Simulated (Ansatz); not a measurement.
```yaml
crystal:
  periodic: [false, false, false]
  atoms:
    - {symbol: C, position_ang: [-0.476569, -2.424540, -0.007387]}
    - {symbol: Si, position_ang: [0.044014, -0.412499, 0.155630]}
    - {symbol: C, position_ang: [1.783581, -0.252133, -0.164029]}
    - {symbol: C, position_ang: [-0.367318, 0.283643, 1.908969]}
    - {symbol: C, position_ang: [-1.043733, 0.570807, -0.962132]}
    - {symbol: Ga, position_ang: [-0.296299, 2.324837, -1.130968]}
    - {symbol: F, position_ang: [0.597935, 2.847736, -2.565358]}
    - {symbol: Cl, position_ang: [-0.372091, 3.785665, 0.175389]}
    - {symbol: H, position_ang: [0.011438, -2.890311, 0.750045]}
    - {symbol: H, position_ang: [-1.525331, -2.362763, -0.096263]}
    - {symbol: H, position_ang: [-0.136777, -2.639080, -1.100584]}
    - {symbol: H, position_ang: [2.111421, 0.911316, 0.062509]}
    - {symbol: H, position_ang: [1.956196, -0.262196, -1.269071]}
    - {symbol: H, position_ang: [2.397149, -0.835355, 0.350930]}
    - {symbol: H, position_ang: [-1.536798, -0.070209, 2.166066]}
    - {symbol: H, position_ang: [-0.400129, 1.099564, 2.087050]}
    - {symbol: H, position_ang: [0.076378, -0.564991, 2.674347]}
    - {symbol: H, position_ang: [-1.052691, 0.096313, -2.122824]}
    - {symbol: H, position_ang: [-2.016424, 0.608095, -0.683770]}
basis:
  gaussian: {orbitals: ANO-RCC-VTZP}
magnetization: {spin_polarized: true, initial_magnetization: 1}
hamiltonian: {xc: {name: PBE}}
accuracy: high
```

```sh
$ ansatz run in.yaml --threads 4 --pin off --events-out ev --progress --plain --max-ram 66560MiB --backend cuda --devices 0, --max-vram 37GiB
```

Shortened log:

```
Error: a molecule whose nuclei and cores have a total charge of 106 cannot have a net charge of 0 together with 1 unpaired electrons
```

(1) Something in this input is off. What?

Answers

(1) The number of unpaired electrons doesn't fit the electron count. The program refused the input.
